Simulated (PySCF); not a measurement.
A calculated (UHF, PySCF 2.14, 6-31G*, the non-relativistic Hamiltonian (point nucleus)) atom or ion has these occupied shells.

```tsv
shell	electrons	orbital energy (eV)	rms radius, mean of both spins (bohr)
1s α	1	-444.63	0.265
1s β	1	-442.58	0.265
2s α	1	-44.176	1.40
2s β	1	-35.604	1.40
2p α	2	-30.426	1.40
```

Problem. Name the element and its charge.

Solution. N⁺ (nitrogen, charge +1), in [He] 2s2 2p2, high-spin 3P determinant.
